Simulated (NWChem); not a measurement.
Species: SiF$_{2}$, singlet; SMILES F[Si]F

Computed with NWChem. Low-valent species are run as closed-shell singlets; no triplet was tried in these runs. The level has its own optimisation; frequencies are unscaled.

Problem. What does the run give for PBE0/def2-TZVP? Quantities: r F–Si (Å); highest harmonic frequency (cm⁻¹); lowest (cm⁻¹); zero-point energy (kcal/mol).

Solution. 
* **r F–Si (Å)**: 1.601
* **highest harmonic frequency (cm⁻¹)**: 871
* **lowest (cm⁻¹)**: 336
* **zero-point energy (kcal/mol)**: 2.9
